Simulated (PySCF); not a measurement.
## Structure from 2D NMR

Compound of formula C6H9FN2Si. Correlations simulated from computed shifts and the bond graph:

HSQC (one-bond C–H):
```csv
δH,δC
6.73,121.0
6.52,116.8
6.00,116.6
5.48,116.6
```

COSY cross peaks (H two or three bonds apart, from the bond graph; peaks can be absent where the dihedral angle is near 90°):
```csv
δH,δH
6.73,6.52
6.00,5.48
```

HMBC (two and three bonds, from the bond graph):
```csv
δH,δC
6.73,"150.1, 121.0, 116.8"
6.52,"121.0, 116.8"
6.00,150.1
5.76,"150.1, 116.6"
5.48,150.1
```

Carbons without hydrogens: δ 150.1.

No relativistic terms, one computed conformer, rapidly exchanging positions averaged, gas phase. GFN2-xTB geometry; shielding tensors at PBE0/pcSseg-1 (GIAO); PySCF 2.14.0 with density-fitted response routines.

Referencing at the same level of theory: $^{1}$H and $^{13}$C vs TMS.

Exchangeable hydrogens are left out of these lists.

Question: Which molecule is this?

Answer: `InChI=1S/C6H9FN2Si/c1-6(10(7)8)9-4-2-3-5-9/h2-5,10H,1,8H2/t10-/m1/s1`.

Atom-mapped SMILES (the numbers label the heavy atoms): `[CH2:1]=[C:2]([n:3]1[cH:4][cH:5][cH:6][cH:7]1)[Si@@H:8]([NH2:9])[F:10]`; H(Xn) means a hydrogen on atom n. Ha(C1) is cis to N3; Hb(C1) is trans to N3.

- δC 150.1 is C2, a fully substituted alkene carbon.
- δC 121.0 is C4/C7, an aromatic CH next to a ring nitrogen (δH 6.73).
- δC 116.8 is C5/C6, an aromatic CH (δH 6.52).
- δC 116.6 is C1, a terminal =CH2 carbon (δH 6.00, 5.48).
- HMBC from δH 6.73 reaches the proton-free carbon C2.
- HMBC from δH 6.00 reaches the proton-free carbon C2.
- HMBC from δH 5.76 reaches the proton-free carbon C2.
- HMBC from δH 5.48 reaches the proton-free carbon C2.
- COSY links 6.73–6.52, 6.00–5.48.

The data come from this structure; uniqueness wasn't tested.

OH and NH positions are those of a molecule without intermolecular hydrogen bonds; in solution they move with solvent, concentration and temperature, and exchange usually removes their couplings. Shifts are as computed. Against solution values, carbons near 30 ppm lie about +3 ppm off and those near 130 ppm about +5 ppm. Of 1309 compounds with measured shifts, 239 miss one by over three times the rms of a fit or turn the order of signals round; such compounds aren't used in these exercises.
